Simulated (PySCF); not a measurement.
Species: C₃H₆FSi (doublet state).
Structure used (GFN2-xTB), in Å, numbered top down from 1:
```
atom  x, y, z in Å
C1     1.7840    0.9890   -0.1262
C2     1.3393   -0.2248   -0.2033
C3     0.1248   -0.9969   -0.1048
Si4   -1.4751    0.0109    0.2703
F5    -2.6623   -1.0819    0.3262
H6     2.8280    1.2292   -0.2619
H7     1.1449    1.8529    0.0789
H8    -0.0330   -1.5429   -1.0407
H9     0.2390   -1.7514    0.6805
H10   -1.4515    0.6137    1.5924
H11   -1.8328    0.9048   -0.8183
```

The hyperfine couplings belong to this conformer and change with its torsions.

The species is `C=[C]C[SiH2]F` [radical].

The calculation used UKS B3LYP, pcH-1 on C F H Si, non-relativistic, mean-field spin-orbit, GIAO in PySCF. Geometry: GFN2-xTB, one conformer, isolated molecule. The geometry wasn't refined by DFT: couplings that depend on bond lengths, twists or pyramidal angles can differ widely from those at the functional's own minimum. The SCF solution wasn't tested for stability.

Principal values of hyperfine tensors in MHz (contact, dipolar and spin–orbit terms together), for some of the nuclei:

```json
{"atom": "C2", "isotope": "13C", "A1": "201.52", "A2": "221.26", "A3": "419.99", "alike by the symmetry of this geometry": "none"}
{"atom": "H7", "isotope": "1H", "A1": "167.79", "A2": "170.37", "A3": "178.60", "alike by the symmetry of this geometry": "none"}
{"atom": "Si4", "isotope": "29Si", "A1": "-148.49", "A2": "-115.42", "A3": "-115.01", "alike by the symmetry of this geometry": "none"}
{"atom": "H6", "isotope": "1H", "A1": "100.43", "A2": "101.55", "A3": "118.19", "alike by the symmetry of this geometry": "none"}
{"atom": "F5", "isotope": "19F", "A1": "12.37", "A2": "12.84", "A3": "79.35", "alike by the symmetry of this geometry": "none"}
{"atom": "H11", "isotope": "1H", "A1": "4.54", "A2": "5.02", "A3": "9.68", "alike by the symmetry of this geometry": "H10"}
{"atom": "C3", "isotope": "13C", "A1": "-0.94", "A2": "0.01", "A3": "15.89", "alike by the symmetry of this geometry": "none"}
{"atom": "C1", "isotope": "13C", "A1": "-13.83", "A2": "4.97", "A3": "19.09", "alike by the symmetry of this geometry": "none"}
```

Q: Give the isotropic coupling of each nucleus in MHz and in mT (g = 2.0021), and the anisotropic part.

A: a_iso is a third of the trace, T = A − a_iso, and a(mT) = a(MHz)/(g × 13.996). The tensors hold a spin–orbit part: the run splits a_iso into a_FC + a_SO, and T includes its anisotropic share.

```
atom  a_iso (MHz)     a_FC   a_SO  a_iso (mT)      T1      T2      T3
  C2       280.92   281.07  -0.15      10.025  -79.40  -59.66  139.07
  H7       172.25   172.26   0.00       6.147   -4.46   -1.88    6.34
 Si4      -126.31  -126.47   0.16      -4.508  -22.18   10.89   11.30
  H6       106.72   106.72   0.00       3.808   -6.29   -5.17   11.47
  F5        34.86    34.63   0.22       1.244  -22.48  -22.01   44.49
 H11         6.42     6.42   0.00       0.229   -1.87   -1.39    3.27
  C3         4.99     4.99   0.00       0.178   -5.93   -4.97   10.91
  C1         3.41     3.41   0.00       0.122  -17.24    1.56   15.68
```

Q: What spin density at the nucleus of C3 lies behind its contact coupling (g_N = 1.40482)?

A: a_FC = (2μ0/3) gₑ μB g_N μN ρ(0)/(2S·h) = 800.24 MHz × g_N × ρ(0)/(2S), with ρ in bohr⁻³. With a_FC = 4.99 MHz and 2S = 1, ρ(0) = 0.004441 bohr⁻³.

Q: H9 (1H, g_N = 5.58569) isn't in the table. Its spin density at the nucleus is 0.007856 bohr⁻³. What is its contact coupling?

A: By the same relation, a_FC = 35.1 MHz. Its full tensor has the principal values 28.56, 29.89, 46.89 MHz.

Q: Which nucleus of the table has the largest anisotropic coupling, and what is its form?

A: C2: -79.4, -59.7, 139.1 MHz (the dipolar term alone has -79.3, -59.7, 138.9), rhombic: the two smaller values differ by 14 % of the largest.

Q: What first-order splitting does H7 cause when the field lies along A1, A2 or A3 of its tensor (g taken as isotropic, no quadrupole term)?

A: 2 lines (I = 1/2), spaced by |A_i|/(g × 13.996): 5.99, 6.08, 6.37 mT along the axes of A1, A2 and A3.

On one thread of an Arm Neoverse V1, shared host with 32 logical CPUs at a one-minute load of 16, this took 35 s of wall time (grids of density and orbitals included) and 0.66 GiB of memory at its peak.
